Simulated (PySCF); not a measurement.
Mg⁺ (magnesium, charge +1) across methods

[Ne] 3d1, 2D determinant (an excited configuration). Calculation: PySCF 2.14, in aug-cc-pVQZ (7s6p4d3f2g, 84 functions); no relativity, point nucleus.

| method | E (hartree) | mean ε 2p α (eV) | mean ε 2p β (eV) | mean ε 3d α (eV) | Σ⟨r²⟩ (bohr²) | ⟨S²⟩ |
| --- | --- | --- | --- | --- | --- | --- |
| PBE | -199.3596 | -60.566 | -60.551 | -5.066 | 31.50 | 0.750 |
| PBE0 | -199.3775 | -64.623 | -64.611 | -5.385 | 32.29 | 0.750 |
| r2SCAN | -199.4590 | -61.917 | -61.914 | -4.936 | 32.65 | 0.750 |
| UHF | -199.05427 | -75.694 | -75.691 | -6.093 | 35.15 | 0.750 |
| LDA | -198.5263 | -60.769 | -60.758 | -4.868 | 32.54 | 0.750 |
| HSE06 | -199.3922 | -64.201 | -64.190 | -5.073 | 32.43 | 0.750 |
| M06-L | -199.5044 | -61.817 | -61.815 | -4.990 | 34.51 | 0.750 |
| r2SCAN0 | -199.4500 | -65.598 | -65.594 | -5.245 | 33.13 | 0.750 |

Task: Estimate the same row for CAM-B3LYP.

Result: E (hartree) = -199.4658; mean ε 2p α (eV) = -66.074; mean ε 2p β (eV) = -66.066; mean ε 3d α (eV) = -5.910; Σ⟨r²⟩ (bohr²) = 32.18; ⟨S²⟩ = 0.750.

The outer electron is Rydberg-like, and this basis confines it to a smaller radius and binds it less than a complete one would.
